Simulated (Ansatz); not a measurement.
Z-matrix (Å, degrees):
```
Ta
O 1 1.7344
C 1 2.1723 2 106.26
H 3 1.1060 1 113.78 2 39.99
H 3 1.1108 4 107.24 1 120.70
H 3 1.1109 4 108.33 5 115.83
C 1 2.1726 2 105.97 3 -119.90
H 7 1.1066 1 113.08 2 46.54
H 7 1.1101 8 107.15 1 120.86
H 7 1.1107 8 108.27 9 115.96
C 1 2.1728 2 105.96 7 -119.82
H 11 1.1070 1 112.72 2 49.44
H 11 1.1098 12 107.09 1 121.01
H 11 1.1107 12 108.21 13 115.97
```
Charge 0, multiplicity 1.

Method: frozen-core CCSD(T)/def2-TZVPP // TPSS-D3(BJ)/def2-SVP (Ansatz, a quantum-chemistry and plane-wave program).

```json
{
 "HF energy": "-250.22744 Ha",
 "MP2 correlation energy": "-1.20766 Ha"
}
```

### Question
Estimate the CCSD correlation energy, the (T) correction, the total energy and the T1 diagnostic.

### Answer

The CCSD correlation energy comes out as -1.21932 Ha. The (T) correction comes out as -0.05975 Ha, the CCSD(T) total energy is -251.50651 Ha and the T1 diagnostic is 0.020.
